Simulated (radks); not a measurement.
Question: The gold ion Au2+ is in [Xe] 4f14 5d9. All-electron calculation, non-relativistic Kohn-Sham, PBE, spin-polarised, spherical densities, point nucleus. Program: a radial shooting solver on a logarithmic mesh with Libxc functionals. Open shells are filled with parallel spins first. One electron is removed from 5s, 5d, 4f, 5p in turn, with full relaxation. Which removal costs least, and what does each cost?

Answer: 5d 34.239 eV; 5p 82.488 eV; 5s 113.21 eV; 4f 129.08 eV. The 5d electron leaves first.
